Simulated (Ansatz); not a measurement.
Wavefunction ladder for F₂H₂S₂Zr (`[F][Zr]([F])([SH])[SH]`)

| atom | x (Å) | y (Å) | z (Å) |
| --- | --- | --- | --- |
| F1 | -1.267 | -0.797 | -1.782 |
| Zr2 | -0.311 | 0.263 | -0.547 |
| F3 | -0.281 | 2.110 | -0.942 |
| S4 | 1.937 | -0.676 | -0.505 |
| S5 | -1.264 | 0.105 | 1.690 |
| H6 | 2.318 | 0.232 | 0.416 |
| H7 | -1.132 | -1.237 | 1.670 |

The species carries charge 0 and has multiplicity 1. Correlated methods include outer-core shells of Zr, which these sets cover unevenly. Zr takes the def2 core potential. The structure was optimised at the PBE0-D4/def2-TZVP level. It is one conformer, not always the lowest. Frozen core, restricted reference, Ansatz 0.2.0.

```json
{"basis": "def2-SVP", "HF (Eh)": "-1041.48512", "MP2 corr.": "-0.88335", "CCSD corr.": "-0.91017", "(T)": "-0.02792", "CCSD(T) total": "-1042.42321"}
{"basis": "def2-TZVPP", "HF (Eh)": "-1042.02914", "MP2 corr.": "-1.20629", "CCSD corr.": "-1.23095", "(T)": "-0.05278", "CCSD(T) total": "-1043.31287"}
{"basis": "def2-QZVPP", "HF (Eh)": "-1042.06550", "MP2 corr.": "-1.33747", "CCSD corr.": "–", "(T)": "–", "CCSD(T) total": "–"}
```
